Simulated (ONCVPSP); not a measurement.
What the settings do to the ONCV potential of molybdenum

Base potential:

```
Element                 : molybdenum (Mo)
Generator               : ONCVPSP 4.0.1
Type                    : optimised norm-conserving Vanderbilt (ONCV)
Functional              : PBE
Relativity              : fully relativistic
Frozen core             : [Ar] 3d10
Valence charge          : 14
Reference configuration : 4s2 4p6 4d5 5s0.5 5p0.5
Partial waves           : 4s+5s: rc 1.45 bohr, ncon 5, nbas 9, qcut 6.5 1/bohr, 2 projectors; 4p+5p: rc 2.35 bohr, ncon 3, nbas 6, qcut 7.5 1/bohr, 2 projectors; 4d: rc 1.65 bohr, ncon 5, nbas 10, qcut 6.7 1/bohr, 3 projectors, debl 2.9 Ha
Local potential         : polynomial inside 0.95 bohr (lpopt 5, dvloc0 0 Ha)
Core correction         : Teter function fitted to the true core (icmod 2), fcfact 0.45
```

Open shells are filled in proportion to 2j + 1.

All-electron outer shells of the reference configuration (PBE, scalar-relativistic, ld1.x):

| shell | level (eV) | outermost node (bohr) | outermost maximum (bohr) |
| --- | --- | --- | --- |
| 3p | -379.93 | 0.17 | 0.38 |
| 3d | -221.66 | – | 0.32 |
| 4s | -65.05 | 0.51 | 0.99 |
| 4p | -39.20 | 0.52 | 1.08 |
| 5s | -4.56 | 1.34 | 2.93 |
| 4d | -4.42 | 0.53 | 1.38 |
| 5p | -1.42 | 1.54 | 4.05 |

Cutoffs, loose and tight: the cutoffs (Ha) at which the residual kinetic energy of the hardest occupied pseudo-wave falls to 1 and 0.1 mHa per electron. They do not see the model core or the augmentation charge, which bear on the density cutoff. Test errors are all-electron minus pseudo excitation energies from the reference, over the configurations 4s2 4p6 4d5 5s1 5p0; 4s2 4p6 4d5 5s0 5p0; 4s2 4p6 4d4 5s0 5p0; 4s2 4p6 4d5 5s0 5p1. A dash means not determined; rows that change the core or the reference have their own tests.

A true bound ghost makes a file unfit for plane-wave use even where its test errors are small: the radial tests pick states by their node count and pass the ghost by.

| change | outcome | cutoff, loose | cutoff, tight | bound ghosts | GHOST(+) flags above zero | largest test error (meV) |
| --- | --- | --- | --- | --- | --- | --- |
| base | generated | 31 Ha | 99 Ha | none | s | +0.6 |
| scalar-relativistic | generated | 31 Ha | 99 Ha | none | s | -1.2 |
| d: debl 5.95 | generated | 31 Ha | 99 Ha | none | s | +0.7 |
| d: rc 1.28 | generated | 31 Ha | 138 Ha | d5/2, d3/2 | s, d5/2, d3/2 | +1.1 |
| core correction polynomial model core, fcfact 0.55 | generated | 31 Ha | 99 Ha | none | s | +0.6 |
| reference 4s2 4p6 4d5 5s1; wave 4p+5p: rc 2.35 bohr, ncon 3, nbas 6, qcut 7.5 1/bohr, 2 projectors becomes 4p: rc 2.35 bohr, ncon 3, nbas 6, qcut 7.5 1/bohr, 2 projectors, debl 3.8 Ha | generated | 31 Ha | 99 Ha | none | s | +5.9 |
| d: rc 2.14 | generated | 31 Ha | 99 Ha | none | s, d5/2, d3/2 | +0.9 |
| p: ncon 4, nbas 7 | generated | 31 Ha | 99 Ha | none | s | +0.7 |
| s: qcut 7.2 | generated | 24 Ha | 76 Ha | none | s | +0.6 |
| local potential polynomial inside 0.95 bohr (lpopt 5, dvloc0 7 Ha) | generated | 31 Ha | 99 Ha | none | s | +0.6 |

(1) What comes out with this change to the base: all radii but the core radius scaled by about 0.91 (s 1.32, p 2.12, d 1.50 bohr); local potential polynomial inside 0.86 bohr (lpopt 5, dvloc0 0 Ha)?

(2) What comes out with this change to the base: s: qcut 7.8?

Results:

(1) outcome: generated; cutoff, loose: 63 Ha; cutoff, tight: 123 Ha; bound ghosts: none; GHOST(+) flags above zero: s; largest test error (meV): +0.8.

(2) outcome: generated; cutoff, loose: 26 Ha; cutoff, tight: 32 Ha; bound ghosts: none; GHOST(+) flags above zero: s; largest test error (meV): +0.6.
